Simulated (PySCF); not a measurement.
**`InChI=1S/C6H10O2/c7-5-3-6(5)1-2-8-4-6/h5,7H,1-4H2/t5-,6-/m0/s1`**

Cartesian coordinates in Å; atom numbers follow the order of the lines, from 1:
```xyz
18

O    -2.289    0.791    1.047
C    -1.643   -0.234    0.366
C    -1.416   -0.057   -1.106
C    -0.248   -0.032   -0.166
C     0.802   -1.132   -0.101
C     2.097   -0.338    0.133
O     1.707    0.876    0.737
C     0.507    1.263    0.104
H    -1.896    0.888    1.923
H    -1.900   -1.231    0.720
H    -1.728    0.884   -1.532
H    -1.550   -0.910   -1.753
H     0.605   -1.809    0.732
H     0.848   -1.717   -1.019
H     2.597   -0.135   -0.826
H     2.800   -0.831    0.804
H    -0.027    1.947    0.768
H     0.723    1.782   -0.843
```

Computed with TDDFT CAM-B3LYP/def2-SVPD circular dichroism and optical rotation, one conformer, gas phase in PySCF 2.14.0. Geometry: GFN2-xTB.

The molecule is flexible and this is one conformer; a measurement averages over conformers.

Q: Draw the ECD and absorption spectra from the lowest 12 states, each a Gaussian of half-width 0.3 eV at 1/e height.

A: 
```
E (eV)  λ (nm)  Δε (L mol⁻¹ cm⁻¹)  ε (L mol⁻¹ cm⁻¹)
  6.29     197              -0.36              16.4
  6.39     194              -0.98              45.6
  6.49     191              -2.09               103
  6.59     188              -3.49               193
  6.69     185              -4.46               306
  6.79     183              -4.03               427
  6.89     180              -1.88               538
  6.99     177              +1.17               615
  7.09     175              +3.61               636
  7.19     173              +4.51               615
  7.29     170              +4.25               644
  7.39     168              +4.21               888
  7.49     166              +5.50              1480
  7.59     163              +7.83              2400
  7.69     161              +9.39              3370
  7.79     159              +8.41              3990
  7.89     157              +5.28              4040
  7.99     155              +2.81              3590
  8.09     153              +4.08              3020
  8.19     151              +9.51              2650
  8.29     150             +15.87              2580
  8.39     148             +18.53              2690
```
Δε uses R in velocity form, ε uses f in length form. Only the states computed contribute, so the short-wavelength end is incomplete.

The sign of the CD band at 154 nm isn't settled: the length form gives the opposite one.
